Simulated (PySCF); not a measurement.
C₅H₁₀O, SMILES CC1(CC1)CO. The structure is a stationary point at PBE-D3(BJ)/def2-SVP. The values are those of a single conformer.

Problem. Give the equilibrium geometry at PBE-D3(BJ)/def2-SVP (PySCF confirms it by a frequency run) as a Z-matrix, and its point group. (The exact figures need the calculation; the answer reports its results.)

Solution. One answer among several that fit: point group Cs.
```
C
C 1 1.5123
H 2 1.1004 1 117.17
H 2 1.1018 3 115.28 1 145.32
C 1 1.5123 2 60.13 3 -106.86
H 5 1.1004 1 117.17 2 106.86
H 5 1.1018 6 115.28 2 146.47
C 1 1.5156 2 118.97 3 144.45
H 8 1.1080 1 111.06 2 34.94
H 8 1.1112 9 107.57 1 -122.11
H 8 1.1112 9 107.57 10 -115.78
C 1 1.5202 2 118.00 3 1.07
O 12 1.4166 1 110.17 2 -34.57
H 13 0.9721 12 107.73 1 180.00
H 12 1.1205 13 111.60 14 -59.64
H 12 1.1205 15 106.70 13 -122.15
```
